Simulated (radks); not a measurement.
Effect of the nuclear size on the antimony ion Sb3+, [Kr] 4d10 5s2. All-electron calculation, Dirac Kohn-Sham, PBE, spin-unpolarised, spherical densities, finite nucleus; Fermi nuclear charge, rms radius 4.6802 fm. Program: a radial shooting solver on a logarithmic mesh with Libxc functionals. The rms radius is varied about that value; shifts are against it.

| rms radius (fm) | total energy shift (eV) | density at nucleus (e/bohr^3) | 1s1/2 shift (meV) | 2s1/2 shift (meV) | 3p1/2 shift (meV) | 4s1/2 shift (meV) | 4p1/2 shift (meV) | 5s1/2 shift (meV) | 5p1/2 (empty) shift (meV) |
|---|---|---|---|---|---|---|---|---|---|
| 3.9407 | -1.36 | 2.148e+05 | -569 | -65.6 | 0.756 | -2.48 | 0.237 | -0.306 | 0.073 |
| 4.376 | -0.582 | 2.112e+05 | -244 | -28.1 | 0.324 | -1.07 | 0.102 | -0.131 | 0.031 |
| 4.6802 | 0 | 2.09e+05 | 0.000 | 0.000 | 0.000 | 0.000 | 0.000 | 0.000 | 0.000 |
| 4.9891 | 0.625 | 2.068e+05 | 262 | 30.2 | -0.348 | 1.14 | -0.109 | 0.141 | -0.034 |
| 5.6256 | 2.02 | 2.029e+05 | 845 | 97.5 | -1.12 | 3.69 | -0.353 | 0.455 | -0.109 |

Slopes of the eigenvalues against <r^2> in GHz/fm^2, as finite differences over the two radii next to the reference (eigenvalue slopes, not the field-shift constants of lines): 1s1/2 21300, 2s1/2 2460, 3p1/2 -28.3, 4s1/2 93.0, 4p1/2 -8.89, 5s1/2 11.5, 5p1/2 (empty) -2.75.
